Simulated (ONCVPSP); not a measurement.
**chlorine (Cl): one change to an ONCV potential, before and after**

ONCVPSP 4.0.1 input, shortened (lines: element, Z, core and valence counts, functional; n l f; lmax; l rc ep ncon nbas qcut; lloc lpopt rc5 dvloc0; l nproj debl; icmod fcfact rcfact), PBE, scalar-relativistic:

```
  Cl 17.00    3    2        4      upf
    1    0    2.00
    2    0    2.00
    2    1    6.00
    3    0    2.00
    3    1    5.00
    2
    0    1.15    0.00    4    9    6.00
    1    1.55    0.00    3    6    5.00
    2    1.30    0.26    4    7    8.60
    4    2    0.90   -1.00
    0    1    3.40
    1    2    0.40
    2    2    3.50
    1    0.40    0.00
```

Change: all radii but the core radius scaled by about 1.11 (s 1.28, p 1.72, d 1.44 bohr); local potential polynomial inside 1.00 bohr (lpopt 2, dvloc0 -1 Ha).

Cutoffs: the cutoffs (Ha) at which the residual kinetic energy of the hardest occupied pseudo-wave falls to 1 and 0.1 mHa per electron; they do not see the model core or the augmentation charge, which bear on the density cutoff. Errors are all-electron minus pseudo energies relative to the spin-unpolarised reference configuration.

Task: What does the change do?

Result: The potential gets neither clearly harder nor softer (16 Ha and 29 Ha → 16 Ha and 27 Ha); of the 4 tests that both files solve, the error grows in 0 and shrinks in 3 by more than 15 % and 0.3 meV (median size 8.3 → 5.1 meV); neither file shows a bound ghost. That the errors move this way runs against the usual rule that smaller radii transfer better.

| quantity | base | changed |
| --- | --- | --- |
| cutoff, loose | 16 Ha | 16 Ha |
| cutoff, tight | 29 Ha | 27 Ha |
| loose cutoff by channel | s 16 Ha, p 7.3 Ha | s 16 Ha, p 7.5 Ha |
| bound ghosts | none | none |
| GHOST(+) flags under 300 eV | none | none |
| error for 3s2 3p4, meV [ΔE 13.88 eV] | +1.6 | +0.6 |
| error for 3s2 3p3, meV [ΔE 39.32 eV] | +15 | +9.7 |
| error for 3s2 3p2, meV [ΔE 77.63 eV] | +60 | +42 |
| error for 3s2 3p4.5, meV [ΔE 5.58 eV] | +0.1 | -0.1 |
| rms error of d²Exc/dni dnj with the model core, mHa | 0.50 | 0.54 |

Base: The cutoffs count occupied waves only; projector 2 of the d channel, the hardest unoccupied one, needs 41 Ha at the loose tolerance.
